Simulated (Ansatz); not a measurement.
Computed with Ansatz.

`C[O][Ga][Br]` radical. Charge 0, multiplicity 2. Geometry: relaxed with PBE0-D4/def2-TZVP. It is one conformer, not always the lowest.

```xyz
7

C     0.750   -0.722    0.405
O    -0.151   -0.053   -0.442
Ga   -1.148    1.383   -0.043
Br   -2.461    2.158   -1.789
H     1.052   -1.648   -0.093
H     1.653   -0.130    0.593
H     0.305   -0.989    1.369
```

Q: What is the dipole moment at r2SCAN/def2-TZVPP? (Best estimate.)

A: The calculation gave: 2.78 D, with components (1.41, -0.57, 2.33) D in this frame, pointing from negative to positive charge.

Q: And with PBE, B3LYP, ωB97M-V? (Best estimate.)

A: The calculation gave: PBE 2.68 D, B3LYP 2.81 D, ωB97M-V 2.85 D.

Q: Give the Mulliken charges with r2SCAN, ωB97M-V, B3LYP in def2-TZVPP. (Estimate.)

A: The calculation gave: 
| atom | r2SCAN | ωB97M-V | B3LYP |
| --- | --- | --- | --- |
| C1 | 0.03 | -0.17 | -0.11 |
| O2 | -0.36 | -0.36 | -0.35 |
| Ga3 | 0.42 | 0.43 | 0.42 |
| Br4 | -0.26 | -0.25 | -0.25 |
| H5 | 0.06 | 0.12 | 0.11 |
| H6 | 0.05 | 0.11 | 0.09 |
| H7 | 0.05 | 0.11 | 0.09 |

B3LYP here is the variant with VWN-RPA as its local correlation; programs differ in this.
